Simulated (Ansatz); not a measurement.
```xyz
8

O    -0.370   -1.411    1.123
Hf   -0.112    0.209    0.141
O     1.757    0.540   -0.090
O    -0.967    0.082   -1.564
I    -1.227    2.302    1.552
H    -0.693   -2.277    1.348
H     2.700    0.443   -0.003
H    -1.089    0.112   -2.507
```

Total charge 0; spin multiplicity 1. Hf, I: def2 effective core potential.

Problem. List the CAM-B3LYP/def2-TZVPP orbital energies in eV (Ansatz 0.2.0). (An estimate is asked.)

Solution. Computed: Occupied: -522.50, -522.50, -522.50, -187.31, -133.45, -133.37, -133.37, -70.19, -53.12, -53.08, -53.08, -53.00, -53.00, -38.82, -38.82, -38.49, -28.84, -28.47, -28.47, -20.15, -16.15, -15.71, -15.71, -11.87, -11.87, -11.43, -11.17, -11.17, -10.80, -9.62, -8.48, -8.48. Lowest empty: 0.42, 1.06, 1.06, 1.33, 1.87, 1.87, 2.38, 2.38.
